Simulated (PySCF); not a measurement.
Species: CH₉OPSi₂.
SMILES with atom numbers: `[SiH3:1][CH2:2][O:3][SiH2:4][PH2:5]` (hydrogens: H6, H7, H8 on Si1; H9, H10 on C2; H11, H12 on Si4; H13, H14 on P5)

Computed by this run: PySCF 2.14.0, PBE0-D3(BJ)/def2-SVP geometry optimisation, gas phase; density fitting, grid level 1; the optimiser is geomeTRIC in internal coordinates, started from a GFN2-xTB structure with every atom displaced at random (about 0.01 Å).

Step 0: E = -28251.0429 eV
```
atom  x, y, z in Å  |  force x, y, z in eV/Å
Si1    -2.4064    0.5041    0.2762   -0.115   0.217  -0.750
C2     -1.2503   -0.5655   -0.7622    0.473  -0.038   0.846
O3      0.0423   -0.0431   -0.8204    0.299   0.394  -0.259
Si4     1.2719   -0.1712    0.2750   -0.460   0.104   0.162
P5      2.8663    0.9276   -0.7709   -0.902   1.428  -0.747
H6     -3.7508   -0.0925    0.1820   -0.431  -0.113   0.081
H7     -1.9573    0.5421    1.6601    0.197   0.033   0.708
H8     -2.4274    1.8833   -0.2928   -0.017   0.045   0.058
H9     -1.5950   -0.6204   -1.7760   -0.630  -0.201  -0.958
H10    -1.2168   -1.5838   -0.3552   -0.265  -0.434   0.022
H11     0.9025    0.4635    1.5685    0.058   0.221   0.161
H12     1.5342   -1.5828    0.5901    0.168  -0.557   0.028
H13     3.6044    1.0618    0.3755    0.859   0.221   1.177
H14     3.5431   -0.1886   -1.1630    0.764  -1.318  -0.530
```

Step 1: E = -28251.2499 eV
```
atom  x, y, z in Å  |  force x, y, z in eV/Å
Si1    -2.4720    0.4827    0.2673    0.032   0.059   0.163
C2     -1.2790   -0.5853   -0.7606    0.012   0.011  -0.284
O3      0.0129   -0.0205   -0.8529   -0.050   0.035   0.003
Si4     1.2746   -0.1241    0.2311   -0.054  -0.070   0.008
P5      3.0002    0.9504   -0.7461    0.358  -0.254   0.093
H6     -3.8509   -0.0951    0.2182    0.017  -0.033  -0.033
H7     -2.0214    0.5198    1.6949   -0.012   0.006  -0.040
H8     -2.4985    1.8789   -0.2589    0.006  -0.010  -0.030
H9     -1.6883   -0.6613   -1.7909    0.101  -0.009   0.206
H10    -1.2594   -1.6212   -0.3675    0.041   0.010   0.019
H11     0.9595    0.5898    1.5084   -0.012  -0.024   0.014
H12     1.5492   -1.5691    0.5301   -0.016   0.052   0.034
H13     3.7584    1.0469    0.4820   -0.231  -0.076  -0.247
H14     3.6755   -0.2573   -1.1684   -0.192   0.304   0.092
```

**Question.** Estimate the geometry and energy of step 2. (The exact step hangs on the optimiser's Hessian estimate; all steps are aligned on step 1, rigid shifts and turns removed.)

**Answer.** E = -28251.2650 eV, largest force 0.115 eV/Å
```
atom  x, y, z in Å  |  force x, y, z in eV/Å
Si1    -2.4599    0.4799    0.2739   -0.014   0.013   0.044
C2     -1.2647   -0.5724   -0.7690   -0.005  -0.052  -0.032
O3      0.0164    0.0056   -0.8643    0.017   0.098  -0.056
Si4     1.2637   -0.1090    0.2311    0.022  -0.017  -0.016
P5      3.0019    0.9414   -0.7457    0.051  -0.035   0.037
H6     -3.8244   -0.1312    0.2311    0.000  -0.008  -0.007
H7     -1.9980    0.5310    1.6951    0.001   0.003  -0.013
H8     -2.5153    1.8707   -0.2644    0.000  -0.003  -0.011
H9     -1.6757   -0.6597   -1.7909    0.010  -0.003   0.028
H10    -1.2214   -1.6059   -0.3715   -0.016  -0.013   0.016
H11     0.9447    0.6042    1.5080   -0.002  -0.006   0.002
H12     1.5189   -1.5532    0.5380   -0.007  -0.001   0.035
H13     3.7295    0.9974    0.4866   -0.015  -0.022  -0.032
H14     3.6452   -0.2642   -1.1714   -0.043   0.046   0.005
```

The energy changes by -0.0151 eV. The first-order estimate −F·Δx gives -0.0254 eV and the mean of the old and new forces, exact on a quadratic surface, -0.0153 eV. The step makes an angle of 74° with the force vector and moves no atom by more than 0.058 Å.

The cost below is that of the whole optimisation. The run took 76 s wall on one thread, Arm Neoverse V1 (aarch64), shared host with 32 logical CPUs at a one-minute load of 45, and the process peaked at 0.54 GiB of memory.
